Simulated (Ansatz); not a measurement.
Reaction (formal exchange of groups at the Si–N bond): `BN[SiH2][SiH3]` + `BS[SiH3]` → `BS[SiH2][SiH2][SiH3]` + `BN`

Computed with Ansatz on PBE0-D4/def2-TZVP structures; ΔE is electronic, products minus reactants. CBS: MP2 limit from def2 TZ/QZ plus the TZ coupled-cluster correction, frozen cores. This one scheme is used for every species. DFT in def2-TZVPP. One conformer a species, not always the lowest.

```tsv
level	ΔE (kJ/mol)
BHLYP-D4	22.6
r2SCAN	13.6
```

Problem. What does CCSD(T)/CBS give? (Best estimate.)

Solution. The calculation gave: +19.1 kJ/mol. The listed levels differ from it by 3.5, -5.5 kJ/mol.

Largest T1 diagnostic among the species: 0.015.

In def2-TZVPP, CCSD(T) changes the Hartree–Fock value by −27.0 kJ/mol (the triples alone add −4.3 kJ/mol) and MP2 by −22.7 kJ/mol. Leaving LDA and LC-ωPBE aside and taking each functional with its dispersion term where it has one, the values, not all of them listed here, spread over 28.6 kJ/mol, from PBE-D4 to B2PLYP. LDA lies −5.0 kJ/mol from PBE without D4.
